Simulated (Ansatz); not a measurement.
Mulliken charges of `C=[C](O)[GaH2]` from PBE/def2-TZVPP in Ansatz (PBE0-D4/def2-TZVP geometry).

```
atom   x (Å)   y (Å)   z (Å)  charge (e)
  C1  -0.178   1.328  -0.663      -0.244
  C2   0.316   0.133  -0.326       0.086
  O3   1.452  -0.305  -0.948      -0.243
 Ga4  -0.607  -0.934   1.037       0.087
  H5   0.297   1.956  -1.412       0.082
  H6  -1.076   1.697  -0.186       0.105
  H7   1.691  -1.171  -0.611       0.206
  H8   0.007  -2.336   1.406      -0.050
  H9  -1.902  -0.369   1.702      -0.030
```

Task: By hand: the dipole of these point charges (1 e Å = 4.8032 D).

Result: Σ q r = (-0.019, -0.095, 0.072) e Å, of length 0.121 e Å = 0.58 D.

Task: How does the dipole of the full density compare? (Best estimate.)

Result: Ansatz gave: (0.006, -0.169, 0.097) e Å, 0.94 D; the point charges give 0.62 times that, at 13° from its direction.

Point charges leave out the atoms' own dipoles, such as those of lone pairs, and Mulliken's split depends on the basis, so the two needn't agree.
